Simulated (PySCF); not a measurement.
# Spin states and ions at one geometry of PbH4

PySCF 2.14.0, RKS TPSS, Pb def2-SVP with ECP60, H def2-SVP; non-relativistic Hamiltonian with scalar-relativistic core potentials where named; density fitting; no spin-orbit coupling; singlets restricted, open shells unrestricted. The geometry is relaxed for charge 0, singlet, vacuum:

```xyz
5

Pb    0.0078    0.3729    0.0000
H    -0.0135   -0.6497    1.4454
H    -0.0135   -0.6497   -1.4454
H     1.4737    1.3657    0.0000
H    -1.4156    1.4258    0.0000
```

Energies count from the relaxed state; an electron taken off or put on is at rest in vacuum. Charges and spins are Mulliken's.

Task: Order these states by energy, lowest first.
A. charge 0, triplet, vacuum
B. charge 0, singlet, vacuum
C. charge +1, doublet, vacuum
D. charge -1, doublet, vacuum

Result: B (0.00 eV), D (1.59 eV), A (5.98 eV), C (11.01 eV).

Task: How do charge and spin on the first atom follow?

Result: 
| state | spin squared | charge on Pb1 (e) | spin on Pb1 (e) | dipole about the centre of mass (D) |
| --- | --- | --- | --- | --- |
| charge 0, singlet, vacuum | 0.00 | 0.27 | 0.00 | 0.00 |
| charge 0, triplet, vacuum | 2.01 | 0.40 | 0.31 | 1.13 |
| charge +1, doublet, vacuum | 0.76 | 0.56 | 0.23 | 0.00 |
| charge -1, doublet, vacuum | 0.76 | 0.20 | -0.12 | 0.00 |

With an electron taken off (doublet) the charges change, summed by element, by Pb +0.29 e, H +0.71 e. The vertical ionisation energy is 11.01 eV, against −ε(HOMO) = 7.87 eV of the relaxed state. The level lies 3.1 eV too high, as is usual for semilocal functionals and global hybrids, which keep a self-interaction error.

With an electron put on (doublet) the charges change, summed by element, by Pb -0.07 e, H -0.93 e. The vertical electron affinity is -1.59 eV, against −ε(LUMO) = 1.07 eV of the relaxed state. The basis has no diffuse functions, which an added electron needs. The added electron's level lies above zero.

Open shells may have lower solutions than those found.

No frequency check is given that shows the relaxed geometry to be a minimum.
